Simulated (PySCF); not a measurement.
**Dipole moment and polarisability of `O=[S@]1C=CCCC1`**

Species: C5H8OS.
Geometry (GFN2-xTB, Å), atoms numbered from 1 in this order:
```xyz
15
C5H8OS angstrom
O      0.5757    2.9556   -0.2921
S      0.4791    1.7586    0.5471
C     -1.1923    1.1144    0.2602
C     -1.5033   -0.1503    0.0450
C     -0.5422   -1.2928   -0.0309
C      0.8923   -0.9124    0.3258
C      1.3069    0.3724   -0.3627
H     -1.9333    1.8978    0.2831
H     -2.5394   -0.4209   -0.1260
H     -0.5752   -1.6902   -1.0513
H     -0.8906   -2.0932    0.6272
H      1.5627   -1.7280    0.0457
H      0.9753   -0.7672    1.4058
H      2.3795    0.5476   -0.2927
H      1.0005    0.4165   -1.4061
```

Level: CAM-B3LYP/def2-SVPD (PySCF), static field, nuclei fixed, core orbitals frozen in the response. The polarisability tensor in these axes (au):

```
x   80.48  4.87 -0.60
y    4.87 96.96  1.70
z   -0.60  1.70 62.58
```

**Question.** Diagonalise the tensor; give its mean and Δα, where Δα² is half the sum of the squared differences of the eigenvalues.

**Answer.** Principal values 62.46, 79.21 and 98.35 au; mean 80.01 au = 11.86 Å³ = 13.19 × 10⁻⁴⁰ C²·m²/J; Δα = 31.11 au (39 % of the mean).

**Question.** What is the dipole moment, and where does it point?

**Answer.** (-0.76, -4.90, 0.54) D, 4.99 D in size, pointing from the negative to the positive side. Measured along this direction, the outermost atoms are O1 at the negative end and H11 at the positive end.

**Question.** In a dilute gas of rigid molecules at 273 K, how does the orientational term μ²/3kT compare with the electronic polarisability?

**Answer.** In Gaussian units μ²/3kT = 219.78 Å³ against 11.86 Å³, a ratio of 18.54; the Debye molar polarisation (4π/3)N_A(α + μ²/3kT) is 584.3 cm³/mol, leaving out the vibrational part.

**Question.** Sum over states: ᾱ = Σ f/ω², ω in Eh. What share falls to these 8 lowest TDDFT singlets (eV, f)? 5.13, 0.0280; 5.84, 0.0152; 6.09, 0.0215; 6.45, 0.0094; 6.76, 0.0098; 6.83, 0.0014; 7.04, 0.0714; 7.22, 0.1160.

**Answer.** They add up to 4.61 au, 5.8 % of the 80.01 au; the largest single term is 1.65 au, from the state at 7.22 eV. Terms in order: 0.79, 0.33, 0.43, 0.17, 0.16, 0.02, 1.07, 1.65 au. Higher excitations give the rest. The strengths listed sum to 0.273.

**Question.** Give the principal axes and the span of the nuclei along them.

**Answer.** Largest value along (0.26, 0.96, 0.04), where the nuclei span 5.21 Å; middle along (0.96, -0.26, -0.06), 4.54 Å; least along (0.05, -0.06, 1.00), 2.87 Å. The response follows the extents in order.

One conformer (not necessarily the lowest) at the GFN2-xTB geometry, without solvent, vibrations or thermal averaging.
